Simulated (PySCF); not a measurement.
H4P, SMILES [PH4+], charge +1. Atoms are numbered in the order given.

```xyz
5

P      0.0000     0.0000     0.0000
H      0.8064    -0.8064    -0.8064
H     -0.8064    -0.8064     0.8064
H     -0.8064     0.8064    -0.8064
H      0.8064     0.8064     0.8064
```
Charge +1, spin multiplicity 1.

Geometry optimised at TPSSh-D3(BJ)/def2-TZVPD. The isomer is the one that the SMILES or the coordinates give; other isomers of the formula were not compared.

Computed with SMD-ωB97X/def2-SVP in PySCF.

Solvation free energies are E(SMD) − E(gas) at the gas-phase geometry, for 1 M in both phases.

| solvent | ΔG(solv) (kcal/mol) | its non-electrostatic (CDS) part |
|---|---|---|
| water | (withheld) | (withheld) |
| cyclohexanone | -71.2 | 1.4 |
| chlorobenzene | -63.0 | 1.1 |

### Question
Complete the blanks. (An estimate is asked for; the answer gives what the named calculation found.)

### Answer

- water, ΔG(solv) (kcal/mol): -73.6
- water, its non-electrostatic (CDS) part: 2.9
